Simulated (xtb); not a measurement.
C3H9GeN, SMILES C=[CH][GeH2][NH]C. All values are semi-empirical tight-binding results from xtb (GFN2-xTB unless named), good for trends rather than for accurate numbers. Coordinates come from a GFN2-xTB optimisation. This is a generated structure with no PubChem entry under its InChIKey; it may be hypothetical. Other conformers were not sampled.

Optimised geometry:

Bonds (Å): C1–C2 1.322, C1–H6 1.079, C1–H7 1.080, C2–Ge3 1.949, C2–H8 1.084, Ge3–N4 1.821, Ge3–H9 1.524, Ge3–H10 1.505, N4–C5 1.452, N4–H11 1.011, C5–H12 1.089, C5–H13 1.092, C5–H14 1.096. Bond angles (°): C2–C1–H6 121.3, C2–C1–H7 122.7, H6–C1–H7 116.1, C1–C2–Ge3 124.1, C1–C2–H8 118.9, Ge3–C2–H8 117.0, C2–Ge3–N4 107.5, C2–Ge3–H9 111.2, C2–Ge3–H10 112.7, N4–Ge3–H9 113.1, N4–Ge3–H10 105.1, H9–Ge3–H10 107.0, Ge3–N4–C5 121.2, Ge3–N4–H11 115.4, C5–N4–H11 110.7, N4–C5–H12 108.4, N4–C5–H13 109.8, N4–C5–H14 113.5, H12–C5–H13 108.5, H12–C5–H14 108.1, H13–C5–H14 108.5.

For metal compounds this method's bond lengths and energies can be far off.

Computed properties:
```
Quantity                                       Value
-------------------------------------  -------------
orbital gap                                  3.71 eV
zero-point energy                      67.4 kcal/mol
G − E(el) at 298.15 K (modified RRHO)  46.6 kcal/mol
```

Give the atomic charges and the Wiberg bond orders between heavy atoms. (The exact figures need the calculation; the answer reports its results.)

charges (e) C1 -0.07, C2 -0.08, Ge3 0.16, N4 -0.29, C5 -0.02, H6 0.04, H7 0.04, H8 0.04, H9 -0.04, H10 -0.03, H11 0.14, H12 0.04, H13 0.03, H14 0.02. Bond orders C1–C2 1.99, C2–Ge3 0.88, Ge3–N4 1.09, N4–C5 1.03.
